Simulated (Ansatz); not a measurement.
Stepwise reaction of `[NH2][InH2]` with hydrogen chloride, as a gas-phase model of exchange steps in deposition or etching. ΔE in kJ/mol; ΔG adds harmonic PBE0-D4 terms to CCSD(T)/CBS, at 1 bar.

Isolated molecules relaxed with PBE0-D4/def2-TZVP in Ansatz; ΔE leaves out vibrations. CBS: MP2 limit from def2 TZ/QZ plus the TZ coupled-cluster correction, frozen cores. This one scheme is used for every species. Functionals use def2-TZVPP. B3LYP here is the variant with VWN-RPA as its local correlation; programs differ in this. Elements past krypton have def2 core potentials. For In outer-core shells are correlated without core-valence functions, which leaves a few kJ/mol of doubt a bond. One conformer a species, not always the lowest.

```json
{"step": "1", "reaction": "`[NH2][InH2]` + HCl → `[NH2][InH][Cl]` + H₂", "PBE-D4": "-103.2", "B3LYP-D4": "-106.0", "ωB97M-V": "-103.9", "CCSD(T)/CBS": "-109.6", "ΔG(400 K)": "-104.1"}
{"step": "2", "reaction": "`[NH2][InH][Cl]` + HCl → `[NH2][In]([Cl])[Cl]` + H₂", "PBE-D4": "-83.8", "B3LYP-D4": "-85.9", "ωB97M-V": "-83.1", "CCSD(T)/CBS": "-88.5", "ΔG(400 K)": "-81.5"}
```

Problem. By hand: ΔE of the 2 steps together at CCSD(T)/CBS.

Solution. (-109.6) + (-88.5) = -198.1 kJ/mol, or -99.0 kJ/mol a step.

In ΔE each step is higher than the one before. All are downhill at CCSD(T)/CBS. ΔG lies between -104.1 and -81.5 kJ/mol a step. PBE-D4 differs from CCSD(T)/CBS by 4.7 to 6.4 kJ/mol a step. Isolated molecules leave out the surface, adducts and barriers. Largest T1 diagnostic: 0.016.
